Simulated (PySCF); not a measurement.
**Computed spin Hamiltonian**

Compound: C7H7NO (charge +1 and doublet state).
Atom-mapped SMILES: `[CH3:1][C:2](=[O:3])[C+:4]1[CH:5][CH:6]=[CH:7][CH:8]=[N:9]1` (hydrogens: H10, H11, H12 on C1; H13 on C5; H14 on C6; H15 on C7; H16 on C8)

Structure used (GFN2-xTB), in Å, numbered top down from 1:
```xyz
16
C7H7NO angstrom
C      2.486   -0.934   -0.023
C      1.776    0.372   -0.163
O      2.280    1.432   -0.345
C      0.258    0.234   -0.049
C     -0.521    1.389   -0.165
C     -1.892    1.224   -0.057
C     -2.447   -0.025    0.155
C     -1.582   -1.120    0.257
N     -0.302   -0.917    0.149
H      3.559   -0.774   -0.112
H      2.246   -1.376    0.944
H      2.139   -1.620   -0.796
H     -0.029    2.338   -0.331
H     -2.531    2.094   -0.140
H     -3.513   -0.178    0.243
H     -1.934   -2.129    0.422
```

The hyperfine couplings belong to this conformer and change with its torsions.

The calculation used UKS B3LYP, pcH-1 on C H N O, non-relativistic, mean-field spin-orbit, GIAO (PySCF). Geometry: GFN2-xTB, one conformer, isolated ion. The geometry wasn't refined by DFT: couplings that depend on bond lengths, twists or pyramidal angles can differ widely from those at the functional's own minimum, by a factor of two or more for some ions and for spin on atoms past the first row. The SCF solution wasn't tested for stability.

* g1, g2, g3: 2.00213, 2.00333, 2.00769
* g_iso: 2.00438
* Form of g: rhombic: the two nearest values differ by 22 % of g3 − g1
* ⟨S²⟩: 0.7557 (exact 0.7500)
* HOMO–LUMO gap, α and β orbitals: 5.49, 2.10 eV
* Basis functions: 295

Isotropic coupling and dipolar principal values T1 to T3, in MHz; ρ(0) is the spin density at the nucleus:

```tsv
atom	isotope	a_iso	T1	T2	T3	Mulliken spin population	ρ(0) (bohr⁻³)
C1	13C	16.1	-11.8	-10.0	21.8	0.10	0.0143
C2	13C	-40.5	-13.3	-0.9	14.2	-0.01	-0.0360
O3	17O	-20.5	-102.0	46.4	55.6	0.34	0.0338
C4	13C	75.4	-13.8	-7.3	21.1	0.04	0.0670
C5	13C	13.9	-9.4	-9.0	18.4	0.07	0.0123
C6	13C	-8.2	-3.9	0.5	3.4	-0.02	-0.0073
C7	13C	8.0	-5.2	-4.9	10.1	0.04	0.0071
C8	13C	9.4	-10.6	-4.1	14.8	-0.01	0.0083
N9	14N	96.3	-19.7	-16.1	35.8	0.42	0.2980
H10	1H	-8.0	-6.7	-0.4	7.2	0.00	-0.0018
H11	1H	7.6	-4.6	0.6	4.1	0.00	0.0017
H12	1H	7.5	-4.6	0.5	4.1	0.00	0.0017
H13	1H	15.9	-6.6	1.4	5.1	0.00	0.0036
H14	1H	34.5	-1.8	-0.5	2.3	0.01	0.0077
H15	1H	16.5	-2.9	-1.5	4.4	0.01	0.0037
H16	1H	34.2	-5.3	-4.3	9.7	0.01	0.0077
```

The largest Mulliken spin populations are on N9 (+0.42), O3 (+0.34), C1 (+0.10) and C5 (+0.07).

The SMILES `CC(=O)[C+]1[CH]C=CC=N1` draws the unpaired electron on C5, whose computed spin population is only +0.07.

Under fast tumbling the dipolar parts average out, and these isotropic splittings remain: 1 × 14N (N9, I = 1, 3 lines) with 3.43 mT, 1 × 1H (H14, I = 1/2, 2 lines) with 1.23 mT, 1 × 1H (H16, I = 1/2, 2 lines) with 1.22 mT, 1 × 1H (H15, I = 1/2, 2 lines) with 0.59 mT, 1 × 1H (H13, I = 1/2, 2 lines) with 0.57 mT and 3 × 1H (H10/H11/H12, I = 1/2, 4 lines) with 0.09 mT.

Means are taken over nuclei equivalent by connectivity, which assumes that they swap fast. The three 1H nuclei of mean +2.4 MHz run from -8.0 to 7.6 MHz in the frozen geometry.

The 13C coupling of C4 (75.4 MHz) shows only in satellite lines or after enrichment, since that isotope makes up about 1.07 % of natural carbon.

The 17O coupling of O3 (-20.5 MHz) shows only in satellite lines or after enrichment, since that isotope makes up about 0.038 % of natural oxygen.

β density exceeds α density at some nuclei, such as C2 (-0.0360) and C6 (-0.0073), spin density in bohr⁻³. In a single determinant that takes different orbitals for the two spins, that is spin polarisation.
